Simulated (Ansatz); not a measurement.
BrClH₂OSSi (`O[Si](S)(Cl)Br`), relaxed with RKS PBE0-D4/def2-TZVP in Ansatz from a PBE-D4/def2-SVP geometry. The force threshold is 0.005 eV/Å; the program also tests the step.

The species carries charge 0 and has multiplicity 1.

Start:

```xyz
7

O    -0.128    0.249    1.659
Si    0.056   -0.119    0.053
S    -0.356    1.722   -0.935
Cl    1.972   -0.835   -0.306
Br   -1.343   -1.733   -0.613
H     0.216   -0.402    2.297
H    -0.417    1.118   -2.156
```

| step | energy (eV) | largest force (eV/Å) | largest move (Å) |
| --- | --- | --- | --- |
| 1 | -103347.4920 | 1.015 | 0.000 |
| 2 | -103347.5376 | 0.480 | 0.042 |
| 3 | -103347.5444 | 0.149 | 0.018 |
| 4 | -103347.5455 | 0.069 | 0.009 |
| 5 | -103347.5457 | 0.049 | 0.013 |
| 6 | -103347.5460 | 0.027 | 0.012 |
| 7 | -103347.5462 | 0.031 | 0.011 |
| 8 | -103347.5463 | 0.020 | 0.009 |
| 9 | -103347.5464 | 0.010 | 0.007 |
| 10 | -103347.5464 | 0.066 | 0.038 |
| 11 | -103347.5465 | 0.056 | 0.010 |
| 12 | -103347.5467 | 0.026 | 0.019 |
| 13 | -103347.5468 | 0.040 | 0.017 |
| 14 | -103347.5468 | 0.080 | 0.023 |
| 15 | -103347.5470 | 0.060 | 0.007 |
| 16 | -103347.5473 | 0.054 | 0.038 |
| 17 (rejected) | -103347.5470 | 0.136 | 0.043 |
| 18 | -103347.5475 | 0.033 | 0.021 |
| 19 | -103347.5476 | 0.191 | 0.052 |
| 20 | -103347.5481 | 0.067 | 0.011 |
| 21 | -103347.5482 | 0.040 | 0.005 |
| 22 | -103347.5487 | 0.024 | 0.018 |
| 23 | -103347.5487 | 0.024 | 0.000 |
| 24 | -103347.5489 | 0.014 | 0.016 |
| 25 | -103347.5489 | 0.071 | 0.029 |
| 26 | -103347.5490 | 0.022 | 0.010 |
| 27 | -103347.5490 | 0.009 | 0.004 |
| 28 | -103347.5490 | 0.008 | 0.004 |
| 29 | -103347.5490 | 0.003 | 0.003 |

End:

```xyz
7

O     0.027    0.259    1.629
Si    0.062   -0.115    0.052
S    -0.485    1.668   -0.921
Cl    1.910   -0.748   -0.544
Br   -1.320   -1.799   -0.351
H    -0.053   -0.456    2.264
H    -0.140    1.191   -2.129
```

It took 52 s on 4 threads of an AMD EPYC 9R45 on a shared host, with 0.72 GiB of host memory at the peak.
